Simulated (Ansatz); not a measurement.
The same molecule with X = F, Cl, I. Ansatz, PBE0-D4/def2-TZVP geometries, multiplicity 1. Each molecule was computed in one conformer, which needn't be the lowest.

Elements past krypton have def2 core potentials.

| X | molecule | mean X–C bond length / Å | LUMO energy (PBE0/def2-TZVPP) / eV | LUMO energy (B3LYP/def2-TZVPP) / eV | size of the dipole moment (PBE/def2-TZVPP) / D |
| --- | --- | --- | --- | --- | --- |
| F | `C=CC(=C)F` | 1.342 | -1.08 | -1.30 | 1.23 |
| Cl | `C=CC(=C)Cl` | 1.734 | -1.23 | -1.43 | 1.33 |

Q: Give the row for X = I, `C=CC(=C)I`. (Best estimate.)

A: Computed: 
| X | molecule | mean X–C bond length / Å | LUMO energy (PBE0/def2-TZVPP) / eV | LUMO energy (B3LYP/def2-TZVPP) / eV | size of the dipole moment (PBE/def2-TZVPP) / D |
| --- | --- | --- | --- | --- | --- |
| I | `C=CC(=C)I` | 2.098 | -1.30 | -1.49 | 1.34 |

From F to I the mean X–C bond length rises at each step, by 0.756 Å in all; the LUMO energy (PBE0/def2-TZVPP) falls at each step, by 0.22 eV in all; the LUMO energy (B3LYP/def2-TZVPP) falls at each step, by 0.19 eV in all. Bonds lengthen as the atom grows down the group. Dipoles are sizes alone, and their direction can turn along the series.

B3LYP here is the variant with VWN-RPA as its local correlation; programs differ in this.
